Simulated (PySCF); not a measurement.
These are PBE-D3(BJ)/def2-TZVP // PBE0-D4/def2-TZVP (PySCF 2.14.0) values and carry that method's errors. Isolated molecules, 0 K electronic values unless said otherwise. One relaxed conformer stands for a flexible species; it need not be the lowest. Excitations are Tamm–Dancoff values on a coarser integration grid. The basis has no diffuse functions, so Rydberg states are missing or too high.

Reference species (SMILES): `C([SiH2]Cl)=C` (C–C–Si–Cl torsion 119°) (neutral, multiplicity 1).

The S1–T1 gap (TDA) is 1.19 eV, the LUMO is -1.92 eV and the S1 oscillator strength is 0.001.

Changed species: `[C-]#[N+][SiH2]Cl` (X = isocyano; the reference has X = vinyl).

Problem. Give the shifts of the S1–T1 gap (TDA), LUMO and S1 oscillator strength.

Solution. the S1–T1 gap (TDA) increases by 0.11 eV, to 1.30 eV; the LUMO drops by 0.08 eV, to -2.00 eV; the S1 oscillator strength increases by 0.014, to 0.015.
